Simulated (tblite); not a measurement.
Diisopropyl ether, C6H14O.
Z-matrix (Å and degrees, GFN2-xTB geometry), rows numbered from 1:
```
C 
C   1  1.5318
C   2  1.5260  1  110.86
O   2  1.4177  1  111.11  3  -118.92
C   4  1.4176  2  116.55  1   -85.59
C   5  1.5260  4  107.05  2   153.49
C   5  1.5318  4  111.17  2   -85.33
H   1  1.0878  2  110.81  3  -179.58
H   1  1.0867  2  110.17  3   -59.36
H   1  1.0870  2  109.58  3    60.72
H   2  1.1015  1  108.92  3   119.98
H   3  1.0865  2  109.91  1  -179.72
H   3  1.0864  2  110.37  1    59.72
H   3  1.0863  2  109.58  1   -60.65
H   5  1.1014  4  109.80  2    35.26
H   6  1.0864  5  110.35  4  -178.89
H   6  1.0863  5  109.57  4    60.75
H   6  1.0865  5  109.93  4   -58.32
H   7  1.0878  5  110.84  4    61.52
H   7  1.0870  5  109.57  4   -58.20
H   7  1.0867  5  110.12  4  -178.25
```

Computed with GFN2-xTB (tblite): harmonic, unscaled wavenumbers at the GFN2-xTB geometry, gas phase. Against measured fundamentals such values can be off by several per cent, at times by over 20. One conformer, not necessarily the lowest.

Harmonic wavenumbers (cm⁻¹): 45.7, 67.6, 164.8, 167.5, 174.6, 207.5, 227.6, 286.7, 376.7, 395.1, 404.6, 488.7, 502.7, 845.4, 893.8, 933.4, 933.9, 938.3, 965.9, 969.1, 1011.5, 1130.6, 1133.9, 1138.4, 1168.1, 1173.5, 1196.8, 1305.6, 1316.6, 1318.6, 1339.6, 1391.9, 1392.4, 1403.8, 1405.0, 1475.0, 1475.2, 1488.1, 1488.8, 1489.6, 1491.9, 1500.4, 1502.2, 2843.0, 2848.6, 3030.7, 3031.3, 3039.9, 3040.2, 3044.4, 3044.9, 3045.4, 3045.8, 3048.8, 3049.7, 3053.1, 3054.3.

A = 4125, B = 1543, C = 1364 MHz; mass 102.104 u (most abundant isotopes); point group C2, symmetry number 2.

Q: What is the zero-point energy?

A: ½Σν̃ = 41474 cm⁻¹ = 496.14 kJ/mol.

Q: Entropy at 400 K, 1 bar (ideal gas, RRHO, classical rotation)?

A: Translation 172.66, rotation 115.08, vibration 157.67: S = 445.4 J/(mol K).

Q: And Cp and H(400 K) − H(0)?

A: Cp = 194.87 J/(mol K), of which vibrations give 161.61 (their classical limit is 57 R = 473.9); H(400 K) − H(0) = 46.00 kJ/mol without the zero-point energy, 32.69 from vibrations.

Q: Which modes carry the vibrational entropy at 400 K?

A: 45.7 cm⁻¹: 23.34; 67.6 cm⁻¹: 20.09; 164.8 cm⁻¹: 12.78; 167.5 cm⁻¹: 12.65; 174.6 cm⁻¹: 12.32; 207.5 cm⁻¹: 10.94 J/(mol K); the other 51 give 65.55 together.

Q: What must be added to the electronic energy to get the Gibbs energy at 400 K and 1 bar?

A: ZPE + [H(400 K) − H(0)] − T·S = 496.14 + 46.00 − 178.16 = 363.98 kJ/mol.

Q: How do the functions run with temperature in this model?

A: 
| T (K) | S (J/(mol K)) | Cp (J/(mol K)) | H − H(0) (kJ/mol) | G − H(0) (kJ/mol) | ln q(vib) |
| --- | --- | --- | --- | --- | --- |
| 100 | 275.1 | 78.3 | 5.35 | -22.17 | 1.60 |
| 200 | 341.7 | 116.0 | 15.16 | -53.18 | 4.14 |
| 300 | 395.6 | 153.5 | 28.58 | -90.10 | 6.66 |
| 500 | 493.1 | 233.7 | 67.46 | -179.11 | 11.58 |
| 800 | 623.5 | 321.1 | 151.69 | -347.11 | 18.80 |
| 1000 | 699.6 | 360.9 | 220.09 | -479.56 | 23.41 |

q(vib) and H(0) count from the zero-point level.

Q: Blend soft modes into free rotors: weight 1/[1 + (100 cm⁻¹/ν̃)⁴] for the oscillator and the rest for a rotor with moment μB/(μ + B), μ = h/(8π²ν), B = 10⁻⁴⁴ kg m². What vibrational entropy results?

A: 146.11 J/(mol K) in place of 157.67, which changes −T·S at 400 K by +4.63 kJ/mol.

Hindered rotation and anharmonicity are outside this model. Other conformers, if any are populated, would add a mixing term that is left out. The structure is chiral; the term R ln 2 for an equal mix with its mirror image is left out.
